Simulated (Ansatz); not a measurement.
```yaml
crystal:
  periodic: [false, false, false]
  atoms:
    - {symbol: Sn, position_ang: [-2.315663, 0.557068, -3.741944]}
    - {symbol: Sn, position_ang: [-2.654414, 1.111591, 2.548477]}
    - {symbol: Sn, position_ang: [1.284933, -2.212932, -4.654647]}
    - {symbol: Sn, position_ang: [0.420669, -2.444445, 2.626847]}
    - {symbol: P, position_ang: [0.751615, -0.118798, -0.923636]}
    - {symbol: Sn, position_ang: [0.834737, 0.968498, 5.625697]}
    - {symbol: Sn, position_ang: [-0.893588, -0.809335, -5.748921]}
    - {symbol: Sn, position_ang: [-1.154448, -0.758827, 0.994030]}
    - {symbol: Sn, position_ang: [-0.479685, 1.830493, -2.043514]}
    - {symbol: Sn, position_ang: [-0.891659, 2.621038, 4.142477]}
    - {symbol: Sn, position_ang: [2.637566, -0.601471, -2.784294]}
    - {symbol: Sn, position_ang: [2.254938, -0.735282, 3.897982]}
    - {symbol: H, position_ang: [-3.226251, -0.544332, -2.763289]}
    - {symbol: H, position_ang: [-3.416715, 1.720269, -4.405370]}
    - {symbol: H, position_ang: [-3.855164, 0.356646, 3.562954]}
    - {symbol: H, position_ang: [-3.513657, 2.188507, 1.484064]}
    - {symbol: H, position_ang: [0.666228, -3.601544, -3.819778]}
    - {symbol: H, position_ang: [2.311559, -2.787801, -5.930214]}
    - {symbol: H, position_ang: [-0.470144, -3.324266, 3.832483]}
    - {symbol: H, position_ang: [1.256066, -3.612591, 1.646360]}
    - {symbol: H, position_ang: [1.571986, 0.683725, -0.054159]}
    - {symbol: H, position_ang: [-0.111224, -0.008680, 6.705501]}
    - {symbol: H, position_ang: [1.899012, 1.921222, 6.614548]}
    - {symbol: H, position_ang: [-1.968765, -1.868499, -6.606440]}
    - {symbol: H, position_ang: [-0.320409, 0.373192, -6.881716]}
    - {symbol: H, position_ang: [-2.251479, -1.763938, 0.065679]}
    - {symbol: H, position_ang: [-1.179781, 2.784863, -0.778204]}
    - {symbol: H, position_ang: [0.689391, 2.786309, -2.897651]}
    - {symbol: H, position_ang: [-1.764080, 3.689639, 5.200052]}
    - {symbol: H, position_ang: [0.076403, 3.623797, 3.104152]}
    - {symbol: H, position_ang: [3.901400, -1.506054, -2.000396]}
    - {symbol: H, position_ang: [3.370556, 0.796738, -3.535303]}
    - {symbol: H, position_ang: [3.523385, -1.573277, 4.736053]}
    - {symbol: H, position_ang: [3.019483, 0.246975, 2.683421]}
basis:
  gaussian: {orbitals: def2-SVP, fitting: {mean_field: def2-universal-jkfit}}
total_charge: -1
hamiltonian: {xc: {name: wB97X-V}}
scf: {lower_state_search: off}
output: {forces: true}
```

```sh
$ ansatz run in.yaml --threads 2 --pin off --events-out ev --progress --plain --max-ram 32768MiB --backend cuda --devices 0, --max-vram 18GiB
```

Output, abridged:

```
Functional definition: wB97X-V
2922 factors; integrals over basis functions are off by at most 3.5e-1 eV
2922 factors; integrals over basis functions are off by at most 3.4e-7 eV
mean field evaluation 1: about -73782.2635 eV, gradient 2.7e1 eV
mean field evaluation 2: about -73784.8984 eV, gradient 1.5e1 eV
mean field evaluation 4: about -73785.6409 eV, gradient 9.4e-1 eV
mean field evaluation 8: about -73785.6785 eV, gradient 6.3e-2 eV
mean field evaluation 16: about -73785.6786 eV, gradient 2.0e-4 eV
mean field -73785.67861446 eV, -2711.5736753520 hartree, gradient 8.2e-6 eV, S^2 0.000000; 0 other end points of the search recorded, 0 dependent functions left out
reference -73785.67860900 eV, -2711.5736751516 hartree; 140, 140 occupied and 274, 274 virtual orbitals, 2922 factors
Total energy: -73785.67860900 eV, -2711.5736751516 hartree
Atom 0 at    -2.315663     0.557068    -3.741944 Å, force     0.121182     0.063054     0.159876 eV/Å
Atom 1 at    -2.654414     1.111591     2.548477 Å, force    -0.082658    -0.805886     0.059204 eV/Å
Atom 2 at     1.284933    -2.212932    -4.654647 Å, force     0.303788     0.134506     0.175381 eV/Å
Atom 3 at     0.420669    -2.444445     2.626847 Å, force    -0.514216     0.100001    -0.094629 eV/Å
Atom 4 at     0.751615    -0.118798    -0.923636 Å, force     0.146288    -0.160105    -0.547823 eV/Å
Atom 5 at     0.834737     0.968498     5.625697 Å, force    -0.021445     0.017308    -0.111293 eV/Å
Atom 6 at    -0.893588    -0.809335    -5.748921 Å, force     0.030809    -0.059752     0.113679 eV/Å
Atom 7 at    -1.154448    -0.758827     0.994030 Å, force     0.025348     0.847769     0.135306 eV/Å
Atom 8 at    -0.479685     1.830493    -2.043514 Å, force     0.359802    -0.394099     0.395365 eV/Å
Atom 9 at    -0.891659     2.621038     4.142477 Å, force    -0.209508    -0.059756    -0.173675 eV/Å
Atom 10 at     2.637566    -0.601471    -2.784294 Å, force    -0.054098     0.705679     0.238396 eV/Å
Atom 11 at     2.254938    -0.735282     3.897982 Å, force    -0.100528    -0.098726    -0.139434 eV/Å
Atom 12 at    -3.226251    -0.544332    -2.763289 Å, force     0.118272     0.164989    -0.212383 eV/Å
Atom 13 at    -3.416715     1.720269    -4.405370 Å, force     0.103412    -0.188504     0.026791 eV/Å
Atom 14 at    -3.855164     0.356646     3.562954 Å, force    -0.058521     0.409563     0.132635 eV/Å
Atom 15 at    -3.513657     2.188507     1.484064 Å, force     0.109380    -0.030755     0.220265 eV/Å
Atom 16 at     0.666228    -3.601544    -3.819778 Å, force     0.023113     0.149244    -0.205217 eV/Å
Atom 17 at     2.311559    -2.787801    -5.930214 Å, force    -0.248269    -0.024635     0.022437 eV/Å
Atom 18 at    -0.470144    -3.324266     3.832483 Å, force     0.301730    -0.026109     0.003782 eV/Å
Atom 19 at     1.256066    -3.612591     1.646360 Å, force    -0.022657     0.141556     0.236877 eV/Å
Atom 20 at     1.571986     0.683725    -0.054159 Å, force    -0.187198    -0.199233    -0.240529 eV/Å
Atom 21 at    -0.111224    -0.008680     6.705501 Å, force     0.148499     0.150684    -0.115176 eV/Å
Atom 22 at     1.899012     1.921222     6.614548 Å, force    -0.134392    -0.137331    -0.092667 eV/Å
Atom 23 at    -1.968765    -1.868499    -6.606440 Å, force     0.120146     0.175981     0.065096 eV/Å
Atom 24 at    -0.320409     0.373192    -6.881716 Å, force    -0.106444    -0.159925     0.119157 eV/Å
Atom 25 at    -2.251479    -1.763938     0.065679 Å, force    -0.045040    -0.062795     0.339302 eV/Å
Atom 26 at    -1.179781     2.784863    -0.778204 Å, force     0.033117    -0.075990    -0.324102 eV/Å
Atom 27 at     0.689391     2.786309    -2.897651 Å, force    -0.263289    -0.073545     0.056753 eV/Å
Atom 28 at    -1.764080     3.689639     5.200052 Å, force     0.214226    -0.082268    -0.060494 eV/Å
Atom 29 at     0.076403     3.623797     3.104152 Å, force    -0.086588    -0.106001     0.222409 eV/Å
Atom 30 at     3.901400    -1.506054    -2.000396 Å, force    -0.029014    -0.019374    -0.319040 eV/Å
Atom 31 at     3.370556     0.796738    -3.535303 Å, force     0.209806    -0.332732    -0.278520 eV/Å
Atom 32 at     3.523385    -1.573277     4.736053 Å, force    -0.123696     0.167050    -0.048669 eV/Å
Atom 33 at     3.019483     0.246975     2.683421 Å, force    -0.081356    -0.129861     0.240942 eV/Å
Dipole moment:    -0.060389     0.301572    -0.359617 e Å
Checks for a lower state left out: stability, starts, cluster_reference, orbital_swaps, neighbouring_geometries, increment
```

It took 14 s on 2 threads of AMD EPYC 7R13 on a shared host and a share (18 GiB) of an NVIDIA H100 80GB HBM3, peak host memory 1.9 GiB.

In the def2 sets Sn takes a core potential; there is no spin–orbit coupling. The highest occupied level of an anion often lies above zero with these methods, and sets without diffuse functions describe the outer electron poorly.

The dipole of an ion depends on the origin.
